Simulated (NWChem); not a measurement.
The numbers come from NWChem runs, not from measurements. System: bromine (Br2), charge 0, spin multiplicity 1, at a geometry optimised with PBE0/def2-SVP. Level: MP2/def2-TZVPD, 18 core orbitals frozen.

Input file:

```
start mol
memory heap 200 mb stack 900 mb global 1100 mb
geometry units angstroms nocenter noautoz
  Br     0.000000     0.000000     1.149171
  Br     0.000000     0.000000    -1.149171
  symmetry group D2h
end
basis spherical
  * library def2-tzvpd
end
scf
  rhf
  nopen 0
  maxiter 100
  thresh 1e-7
  semidirect memsize 60000000 filesize 0
end
mp2
  freeze core 18
end
task mp2 energy
```

NWChem printed:

```
             Northwest Computational Chemistry Package (NWChem) 7.3.0
             --------------------------------------------------------

                                NWChem Input Module
                                -------------------

 Scaling coordinates for geometry "geometry" by  1.889725989
 (inverse scale =  0.529177249)

 Turning off AUTOSYM since
 SYMMETRY directive was detected!

                             Geometry "geometry" -> ""
                             -------------------------

 Output coordinates in angstroms (scale by  1.889725989 to convert to a.u.)

  No.       Tag          Charge          X              Y              Z
 ---- ---------------- ---------- -------------- -------------- --------------
    1 Br                  35.0000     0.00000000     0.00000000     1.14917100
    2 Br                  35.0000     0.00000000     0.00000000    -1.14917100

 Effective nuclear repulsion energy (a.u.)     282.0477239787

            Nuclear Dipole moment (a.u.)
            ----------------------------
        X                 Y               Z
 ---------------- ---------------- ----------------
     0.0000000000     0.0000000000     0.0000000000

      Symmetry information
      --------------------

 Group name             D2h
 Group number             26
 Group order               8
 No. of unique centers     1

      Symmetry unique atoms

     1


 Summary of "ao basis" -> "" (spherical)
 ------------------------------------------------------------------------------
       Tag                 Description            Shells   Functions and Types
 ---------------- ------------------------------  ------  ---------------------
 *                         def2-tzvpd                 on all atoms

 Summary of "ao basis" -> "ao basis" (spherical)
 ------------------------------------------------------------------------------
       Tag                 Description            Shells   Functions and Types
 ---------------- ------------------------------  ------  ---------------------
 Br                        def2-tzvpd               19       57   7s6p5d1f
[...]
     1   1 0 0     -0.000000      0.000000      0.000000
     1   0 1 0      0.000000      0.000000      0.000000
     1   0 0 1     -0.000000      0.000000      0.000000

     2   2 0 0    -27.835364      0.000000      0.000000
     2   1 1 0     -0.000000      0.000000      0.000000
     2   1 0 1     -0.000000      0.000000      0.000000
     2   0 2 0    -27.835364      0.000000      0.000000
     2   0 1 1      0.000000      0.000000      0.000000
     2   0 0 2    -24.284282      0.000000    330.114824

                   NWChem MP2 Semi-direct Energy/Gradient Module
                   ---------------------------------------------

  Basis functions       =    114
  Molecular orbitals    =    114
  Frozen core           =     18
  Frozen virtuals       =      0
  Active alpha occupied =     17
  Active beta occupied  =     17
  Active alpha virtual  =     79
  Active beta virtual   =     79
  Use MO symmetry       = T
  Use skeleton AO sym   = T

  AO/Fock/Back tols     =   1.0D-09  1.0D-09  1.0D-09

 GA uses MA = F    GA memory limited = T

 Available:
  local mem=  1.26D+08
 global mem=  1.44D+08
 local disk=  0.00D+00
  mp2_memr nvloc                    79
  nvloc new                    79
   1 passes of  17:        5242880                      93634                  29323599.
   1 passes of  17: M    126150678           G      144153208           F     120907798.

 Semi-direct pass number   1 of   1  for RHF alpha+beta  at        3.8s
  vrange nnbf                  6417
  mp2_eaftype                   111  avail_ma_in_mb                  1099
 EAF : mp2_eaftype filesize         111   14661800.
  mp2_eaf for mointskh                    111
Node 0 wrote     68.9 Mb in      0.1 s     Agg I/O rate:   552.6 Mb/s
 Done moints_semi at       14.2s
  mp2_eaftype                   111  avail_ma_in_mb                   988
 EAF : mp2_eaftype filesize         111   14661800.
  mp2_eaf for kh                   111
 Done maket at       14.6s
 Done multipass loop at       14.6s

          -------------------------------------------
          SCF energy               -5144.822052164120
          Correlation energy          -0.550079825397
          Singlet pairs               -0.299025320595
          Triplet pairs               -0.251054504802
          Total MP2 energy         -5145.372131989517
          -------------------------------------------

          ---------------------------------------------------
                    Spin Component Scaled (SCS) MP2
          Same spin pairs                     -0.167369669868
          Same spin scaling factor             0.333333333333
          Opposite spin pairs                 -0.382710155529
          Opposite spin scaling fact.          1.200000000000
          SCS-MP2 correlation energy          -0.515042076591
          Total SCS-MP2 energy             -5145.337094240711
          ---------------------------------------------------

 -----------------------
 Performance information
 -----------------------

 Timer overhead =  1.37D-07 seconds/call

               Nr. of calls         CPU time (s)                 Wall time (s)                GFlops
             ---------------    -------------------     ------------------------------   -------------------
Name         Min   Avg   Max    Min     Avg     Max     Min     Avg     Max   Mx/calls   Min     Max     Sum
mp2: moin     1     1     1    10.     10.     10.      10.     10.     10.     10.      0.0     0.0     0.0
mp2: make     1     1     1   0.46    0.46    0.46     0.46    0.46    0.46    0.46      0.0     0.0     0.0
mp2: tota     1     1     1    11.     11.     11.      11.     11.     11.     11.      0.0     0.0     0.0

 The average no. of pstat calls per process was 3.00D+00
 with a timing overhead of 4.10D-07s

 Task  times  cpu:       14.6s     wall:       14.6s

 Total times  cpu:       14.6s     wall:       14.6s
```
